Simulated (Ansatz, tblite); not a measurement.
Forces on [MoO(H2O)Cl4]- (MoCl4O2H2⁻) at its r2SCAN-D4/def2-SVPD geometry. Charge -1, multiplicity 2.

In the def2 sets Mo takes a core potential; there is no spin–orbit coupling. The xTB rows come from tblite. No other spin state of charge -1 was run.

GFN1-xTB (tblite), largest force 1.01 eV/Å:

```xyz
9
positions Å, forces eV/Å
Mo    0.642   -0.348   -0.508    0.851   -0.399   -0.364
O     2.071   -1.003   -1.043   -0.435    0.182    0.076
O    -1.394    0.648    0.565    0.309   -0.038    0.396
H    -0.903    1.379    0.976   -0.199   -0.067   -0.092
H    -1.441   -0.029    1.262   -0.119    0.142   -0.135
Cl    0.323   -1.644    1.527   -0.130    0.125    0.012
Cl    0.182    1.300   -2.149   -0.051    0.026    0.036
Cl   -0.980   -1.743   -1.530   -0.050    0.027    0.035
Cl    1.501    1.441    0.899   -0.177    0.002    0.037
```

GFN2-xTB (tblite), largest force 1.56 eV/Å:

```
Mo 1.220 -0.619 -0.751
O -0.858 0.399 0.349
O 0.174 -0.039 0.138
H -0.003 0.223 -0.038
H -0.151 -0.164 0.041
Cl -0.132 0.125 -0.010
Cl -0.070 -0.052 0.146
Cl 0.000 0.130 0.108
Cl -0.181 -0.005 0.017
```

r2SCAN-D4/def2-TZVPD (Ansatz), largest force 0.20 eV/Å:

```
Mo -0.122 0.057 0.051
O -0.013 0.007 0.008
O -0.054 0.019 -0.008
H 0.020 -0.035 -0.010
H 0.036 0.008 -0.018
Cl 0.028 0.089 -0.147
Cl 0.033 -0.134 0.139
Cl 0.129 0.118 0.088
Cl -0.056 -0.129 -0.103
```
